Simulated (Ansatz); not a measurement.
Relaxation of C3H13NO2Si2 (21 atoms, charge 0, multiplicity 1), to a largest force component of 0.02 eV/Å in at most 40 steps.

Computed with RKS B3LYP-D4/STO-3G in Ansatz.

```xyz
21
Properties=species:S:1:pos:R:3
Si 0.000 0.000 0.000
O 0.000 0.000 1.680
C -1.111 -0.344 2.494
H -1.814 -0.978 1.914
H -0.758 -0.904 3.386
H -1.631 0.581 2.821
H 1.377 0.000 -0.486
N -0.857 1.485 -0.606
C -2.272 1.409 -0.998
H -2.825 0.778 -0.270
H -2.709 2.429 -1.010
H -2.352 0.961 -2.011
C -0.135 2.762 -0.704
H -0.244 3.171 -1.730
H -0.557 3.483 0.028
H 0.940 2.598 -0.483
O -0.791 -1.371 -0.559
Si -1.673 -2.433 0.398
H -1.263 -2.287 1.792
H -3.096 -2.132 0.276
H -1.426 -3.804 -0.040
```

Problem. Where does it end, and by what steps?

Solution. It converged. The force dipped under the threshold on the way, but the program's further checks kept it going. Limits of this set-up: minimal basis. After 37 steps the energy has fallen by 1.799 eV; H19 moved furthest, 2.43 Å.

| step | energy less start (eV) | largest force component (eV/Å) | accepted |
| --- | --- | --- | --- |
| 0 | 0.0000 | 2.659 | yes |
| 2 | -1.3071 | 0.563 | yes |
| 4 | -1.5512 | 0.375 | yes |
| 6 | -1.6751 | 0.134 | yes |
| 8 | -1.7097 | 0.068 | yes |
| 10 | -1.7159 | 0.273 | yes |
| 12 | -1.7264 | 0.034 | yes |
| 14 | -1.7344 | 0.155 | yes |
| 16 | -1.7435 | 0.194 | yes |
| 18 | -1.7531 | 0.058 | yes |
| 20 | -1.7582 | 0.289 | no |
| 22 | -1.7716 | 0.098 | yes |
| 24 | -1.7786 | 0.118 | yes |
| 26 | -1.7912 | 0.178 | yes |
| 28 | -1.7940 | 0.138 | no |
| 30 | -1.7970 | 0.046 | yes |
| 32 | -1.7980 | 0.024 | yes |
| 34 | -1.7984 | 0.036 | yes |
| 36 | -1.7986 | 0.008 | yes |
| 37 | -1.7987 | 0.015 | yes |

```xyz
21
Properties=species:S:1:pos:R:3
Si -0.267 -0.163 0.139
O -0.250 -0.052 1.851
C -1.538 0.387 2.382
H -2.397 -0.238 2.049
H -1.488 0.319 3.488
H -1.779 1.443 2.125
H 1.117 -0.456 -0.173
N -0.770 1.262 -0.726
C -2.221 1.486 -0.960
H -2.719 0.501 -1.009
H -2.711 2.090 -0.165
H -2.384 2.010 -1.922
C 0.012 2.519 -0.611
H -0.129 3.143 -1.515
H -0.273 3.141 0.267
H 1.087 2.281 -0.524
O -1.394 -1.310 -0.356
Si -1.283 -2.886 0.263
H 0.046 -3.445 0.102
H -1.627 -2.945 1.671
H -2.229 -3.683 -0.485
```

Time of the run: 3.9 min on 1 thread of AMD EPYC 7R13 Processor (Zen 3), with other jobs on the host, peak memory 0.19 GiB.
